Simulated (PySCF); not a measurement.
cyclohexanone (C6H10O), SMILES O=C1CCCCC1.

Geometry optimised at ωB97X-D3(BJ)/def2-SVP. One conformer was computed; it need not be the lowest.

Level of theory: HF/def2-TZVP (PySCF).

Symmetry labels are those of the subgroup Cs that the program uses (full group Cs).

Computed valence orbital energies around the gap with their symmetry:
```csv
orbital,symmetry,energy (eV)
HOMO−7,A',-15.51
HOMO−6,A",-14.86
HOMO−5,A",-13.71
HOMO−4,A',-13.70
HOMO−3,A",-12.92
HOMO−2,A',-12.88
HOMO−1,A',-12.60
HOMO,A",-10.76
LUMO,A',3.15
LUMO+1,A',4.07
LUMO+2,A",4.33
LUMO+3,A',4.47
```
